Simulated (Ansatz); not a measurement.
`CC[SiH2]Br` → `CC` + `[SiH]Br` at 600 K and 1 bar (silylene formation by 1,1-elimination).

Calculated with Ansatz (gas phase, PBE0-D4/def2-TZVP geometries, no zero-point term in ΔE). CCSD(T)/CBS is the MP2 limit (def2-TZVPP, def2-QZVPP) plus CCSD(T) − MP2 in def2-TZVPP, frozen cores. This one scheme is used for every species. For Br outer-core shells are correlated without core-valence functions, which leaves a few kJ/mol of doubt a bond. Scalar relativity is left out up to krypton. One conformer a species, not always the lowest.

| species | CCSD(T)/CBS energy (Eh) | H − E (kJ/mol) | S (J/(mol·K)) |
| --- | --- | --- | --- |
| `CC[SiH2]Br` | -2942.77097 | 277.8 | 431.3 |
| `CC` | -79.71954 | 228.8 | 274.9 |
| `[SiH]Br` | -2862.97869 | 44.0 | 294.9 |

H − E and S are ideal-gas, rigid-rotor, harmonic terms from PBE0-D4/def2-TZVP, for one conformer and one mirror image of each species. 1 Eh = 2625.50 kJ/mol, R = 8.31446 J/(mol·K).

Q: By hand: ΔE, ΔH, ΔS and ΔG.

A: ΔE = (-79.71954) + (-2862.97869) − (-2942.77097) = 0.07274 Eh = 191.0 kJ/mol. Δ(H − E) = 228.8 + 44.0 − 277.8 = -5.0, so ΔH = 186.0 kJ/mol. ΔS = 274.9 + 294.9 − 431.3 = 138.5 J/(mol·K). ΔG = 186.0 − 600 × (138.5)/1000 = 102.9 kJ/mol.

Q: By hand: the equilibrium constant, and the temperature at which ΔG would vanish if ΔH and ΔS stayed fixed.

A: log₁₀ K = −ΔG/(RT ln 10) = -9.0. ΔG = 0 at ΔH/ΔS = 1343 K.

The number of gas molecules changes by +1, which sets the sign of ΔS. A doubt of 5 kJ/mol in ΔE shifts log₁₀ K by 0.4 here. Other conformers and mirror images would add mixing entropy, several J/(mol·K) or more a flexible species. These are equilibria of isolated gas molecules and say nothing of rates. Largest T1 diagnostic: 0.011 (customary marks: 0.02 for closed shells, 0.045 for open ones).
